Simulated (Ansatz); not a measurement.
Cost and result up the ladder for GaH2(OiPr) (C3H9GaO) (14 atoms). Total charge 0; singlet. Geometry: r2SCAN-D4/def2-SVP.

```
atom   x (Å)   y (Å)   z (Å)
  C1   0.334   0.727   0.048
  C2   1.136   0.007  -1.030
  C3   0.542   0.114   1.429
 Ga4  -2.172  -0.589  -0.498
  O5  -1.043   0.780  -0.287
  H6  -3.596  -0.092  -0.866
  H7  -1.668  -2.054  -0.308
  H8   0.674   1.781   0.085
  H9   0.849  -1.058  -1.079
 H10   2.217   0.056  -0.826
 H11   0.949   0.464  -2.014
 H12  -0.063   0.647   2.178
 H13   0.243  -0.949   1.430
 H14   1.598   0.167   1.737
```

Ansatz on 4 threads of Arm Neoverse V2 on a shared host. Times are rough, and most runs start from the orbitals of an earlier one. CAM-B3LYP-D4/def2-TZVP serves as the yardstick here, not as an exact answer. Differences are given only for rows in sets of like size (and for xTB, whose basis is part of the method), since another set adds its own error. Binding counts from free atoms at the same level (C triplet, Ga doublet, O triplet, H doublet; other spins of the atoms weren't run), without zero-point energy or a counterpoise term.

HSE06 is defined as in plane-wave codes, on full-range PBE exchange. Correlated methods freeze 13 core orbitals; core or outer-core shells of Ga are correlated, in sets that lack core-valence functions. The rows differ in basis, and correlated rows in double-zeta sets carry the largest basis error. Another isomer (singlet) lies 0.46 eV lower at PBE0-D4/def2-TZVP; other spin states weren't run for this one.

Correlated methods converge slowly with the basis, most of all in double-zeta sets.

| level | functions | wall time |
| --- | --- | --- |
| PBE-D4/def2-SVP | 133 | 1.6 s |
| LDA (SPW92)/def2-TZVP | 226 | 1.6 s |
| PBE0-D4/def2-SVP | 133 | 2.2 s |
| PBE-D4/def2-TZVP (with forces) | 226 | 3.2 s |
| MP2/def2-TZVP | 226 | 3.9 s |
| HSE06-D4/def2-TZVP | 226 | 4.3 s |
| CAM-B3LYP-D4/def2-TZVP | 226 | 4.7 s |
| PBE0-D4/def2-TZVP | 226 | 4.8 s |
| r2SCAN-D4/def2-TZVP | 226 | 6 s |
| CCSD(T)/def2-SVP | 133 | 22 s |

(1) Estimate what each level gives for the binding energy per atom (eV).

Results:

(1) 
```
                         level  binding energy per atom (eV)  difference from CAM-B3LYP-D4/def2-TZVP (eV)
               PBE-D4/def2-SVP                          3.82                                            –
         LDA (SPW92)/def2-TZVP                          4.26                                         0.50
              PBE0-D4/def2-SVP                          3.78                                            –
PBE-D4/def2-TZVP (with forces)                          3.79                                         0.04
                 MP2/def2-TZVP                          3.66                                        -0.10
            HSE06-D4/def2-TZVP                          3.74                                        -0.01
        CAM-B3LYP-D4/def2-TZVP                          3.76                                         0.00
             PBE0-D4/def2-TZVP                          3.74                                        -0.02
           r2SCAN-D4/def2-TZVP                          3.75                                        -0.01
              CCSD(T)/def2-SVP                          3.60                                            –
```
